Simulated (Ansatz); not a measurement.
Saddle point of GaNH₆S, closed shell (GaNH₄ ([NH2][GaH2]) + H₂S → GaH₃S ([SH][GaH2]) + NH₃ (still joined by a long Ga–N bond); bonds formed: N2–H5; dative contacts that become bonds: Ga1–S6; bonds broken: H5–S6; bonds weakened to dative contacts: Ga1–N2), PBE0-D4/def2-TZVP structure:

```xyz
9
angstrom
Ga -0.8086 -0.7125 0.0800
N -0.4109 1.1565 -0.1368
H -1.4768 -1.3801 -1.1660
H -0.8861 -1.1965 1.5662
H 1.0967 0.4295 -0.4325
S 1.7197 -0.8720 -0.4815
H -0.8521 1.6326 -0.9127
H -0.4940 1.7438 0.6825
H 2.1120 -0.8013 0.8007
```

Energies are electronic, without zero-point energy. Barriers and step energies count from the start structure reached by relaxing down the imaginary mode; all methods use the PBE0-D4 structures, on which another method's saddle can fall below an end. Program: Ansatz 0.2.0. Basis: def2-TZVPP, with def2-QZVPP for the basis limit. Cores are frozen in the correlated methods. Filled d shells of the heavier atoms are correlated. The def2 sets are not built for correlating such inner shells, so the correlated values are less sure here. B3LYP uses VWN-RPA correlation. Extrapolation: Hartree–Fock as exp(−7.88 √X), correlation as X^−2.97.

```json
{"method": "SPW92", "barrier (kcal/mol)": "-3.26", "step energy (kcal/mol)": "-27.61"}
{"method": "PBE-D4", "barrier (kcal/mol)": "-0.53", "step energy (kcal/mol)": "-27.27"}
{"method": "BLYP-D4", "barrier (kcal/mol)": "1.39", "step energy (kcal/mol)": "-25.72"}
{"method": "r2SCAN-D4", "barrier (kcal/mol)": "0.50", "step energy (kcal/mol)": "-28.80"}
{"method": "B97M-V", "barrier (kcal/mol)": "2.55", "step energy (kcal/mol)": "-29.09"}
{"method": "PBE0-D4", "barrier (kcal/mol)": "1.05", "step energy (kcal/mol)": "-29.14"}
{"method": "B3LYP-D4", "barrier (kcal/mol)": "2.53", "step energy (kcal/mol)": "-27.40"}
{"method": "r2SCAN0-D4", "barrier (kcal/mol)": "?", "step energy (kcal/mol)": "-29.95"}
{"method": "BHLYP-D4", "barrier (kcal/mol)": "4.51", "step energy (kcal/mol)": "-29.32"}
{"method": "CAM-B3LYP-D4", "barrier (kcal/mol)": "3.35", "step energy (kcal/mol)": "-27.67"}
{"method": "wB97X-V", "barrier (kcal/mol)": "?", "step energy (kcal/mol)": "-28.33"}
{"method": "wB97M-V", "barrier (kcal/mol)": "3.51", "step energy (kcal/mol)": "-28.22"}
{"method": "B2PLYP", "barrier (kcal/mol)": "2.93", "step energy (kcal/mol)": "-27.96"}
{"method": "PBE-QIDH", "barrier (kcal/mol)": "2.18", "step energy (kcal/mol)": "-29.93"}
{"method": "RPA on PBE", "barrier (kcal/mol)": "?", "step energy (kcal/mol)": "-26.89"}
{"method": "HF", "barrier (kcal/mol)": "9.38", "step energy (kcal/mol)": "-31.00"}
{"method": "MP2", "barrier (kcal/mol)": "2.33", "step energy (kcal/mol)": "-28.67"}
{"method": "CCSD", "barrier (kcal/mol)": "4.46", "step energy (kcal/mol)": "-28.74"}
{"method": "CCSD(T)", "barrier (kcal/mol)": "3.23", "step energy (kcal/mol)": "-28.44"}
```

Fill in the withheld barriers. (Judge from chemistry; the value comes from the calculation.)

Computed: RPA on PBE 3.40; wB97X-V 3.59; r2SCAN0-D4 1.74 kcal/mol. Each is the energy of the saddle less that of the start structure, by the same method.

For comparison, the barrier by CCSD(T) at an estimated basis limit (MP2 extrapolated from triple and quadruple zeta, plus CCSD(T) − MP2 in triple zeta) is 3.31 kcal/mol.

The T1 diagnostic stays at or below 0.013.

Exchanges of this kind with a chalcogen hydride build sulfide and selenide films.

Labels in which every atom is bracketed show which atoms are joined, not bond orders.

For scale, one of the runs: CCSD(T)/def2-TZVPP, 205 basis functions, launched by `ansatz run in.yaml --threads 4 --pin off --events-out ev --progress --plain --max-ram 9574MiB`. Hardware: 4 CPU threads of an AMD EPYC, shared host. Wall time 110 s; peak host memory 2.6 GiB.
